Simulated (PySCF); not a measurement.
Homolysis of single bonds, series In Cl-H. All species are isolated molecules in the gas phase. Strings in code marks are SMILES.

Method: PySCF with PBE-D3(BJ)/def2-TZVP // B3LYP-D3(BJ)/def2-TZVP. 

```
species                            dipole moment (D)
---------------------------------  -----------------
radical fragment (`[Cl][In][Cl]`)               2.42
whole molecule (`[Cl][InH][Cl]`)                2.48
radical fragment (`[Cl][InH]`)                  2.77
whole molecule (`[Cl][InH2]`)                   2.79
radical fragment (`[InH2]`)                     0.44
whole molecule (`[InH3]`)                       0.00
```
